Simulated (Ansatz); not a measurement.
Ansatz (a first-principles code) input (MP2/6-31G*):

Ansatz 0.2 input:
```yaml
crystal:
  periodic: [false, false, false]
  atoms:
    - {symbol: C, position_ang: [-1.16121811, -0.18331432, -0.02340017]}
    - {symbol: Si, position_ang: [0.62903689, 0.09747431, 0.00115907]}
    - {symbol: H, position_ang: [-1.68556782, 0.56423601, -0.62169877]}
    - {symbol: H, position_ang: [-1.41324193, -1.19650419, -0.34225064]}
    - {symbol: H, position_ang: [-1.51267979, -0.07261084, 1.01662181]}
    - {symbol: H, position_ang: [1.19698143, 1.44308458, -0.15835579]}
    - {symbol: H, position_ang: [1.57530031, -1.00295996, 0.22985740]}
basis:
  gaussian:
    orbitals: 6-31G*
total_charge: 1
magnetization: {spin_polarized: false}
correlation: {method: mp2, electrons: outside_noble_gas}
relax: {f_tol: 0.003, max_steps: 120}
```

**Question.** Predict the final energy.

**Answer.** -329.59350 Eh.
